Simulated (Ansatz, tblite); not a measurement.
Cost and result up the ladder for the cluster Hg₃ (the lowest singlet isomer of a short search) (3 atoms). Charge 0, multiplicity 1. Geometry: r2SCAN/def2-TZVP.

```xyz
3

Hg    0.841   -0.859    1.517
Hg    0.859   -0.041   -1.735
Hg   -1.700    0.900    0.217
```

Ansatz on 4 threads of Arm Neoverse V2 on a shared host; xTB runs through tblite on one thread. Times are rough, summed over both states, and most runs start from the orbitals of an earlier one. B2PLYP/def2-TZVP serves as the yardstick here, not as an exact answer. The other state is a quintet at its own geometry, which has other bonds, so the gap mixes isomer and spin.

In the def2 sets Hg takes a core potential; there is no spin–orbit coupling. The xTB rows come from tblite. Correlated methods freeze no core orbitals; core or outer-core shells of Hg are correlated, in sets that lack core-valence functions. The structure comes from a short search, and lower isomers may exist.

Run but left out: GFN2-xTB (tight binding far off the other levels).

Correlated methods converge slowly with the basis.

xTB has no spin-polarisation term.

```csv
level,functions,wall time
GFN1-xTB,12,0.002 s
PBE/def2-TZVP,129,2.5 s
revPBE/def2-TZVP,129,2.6 s
BHLYP/def2-TZVP,129,4.7 s
CAM-B3LYP/def2-TZVP,129,5 s
r2SCAN/def2-TZVP,129,6 s
RPA@PBE/def2-TZVP,129,6 s
B2PLYP/def2-TZVP,129,6.8 s
B97M-V/def2-TZVP,129,12 s
PBE0/def2-TZVP (with forces),129,14 s
```

Task: Estimate what each level gives for the quintet − singlet (eV).

Result: 
```csv
level,quintet − singlet (eV),difference from B2PLYP/def2-TZVP (eV)
GFN1-xTB,12.22,4.63
PBE/def2-TZVP,7.47,-0.12
revPBE/def2-TZVP,7.57,-0.03
BHLYP/def2-TZVP,7.20,-0.40
CAM-B3LYP/def2-TZVP,7.36,-0.23
r2SCAN/def2-TZVP,7.12,-0.47
RPA@PBE/def2-TZVP,7.69,0.09
B2PLYP/def2-TZVP,7.59,0.00
B97M-V/def2-TZVP,7.29,-0.31
PBE0/def2-TZVP (with forces),7.09,-0.50
```
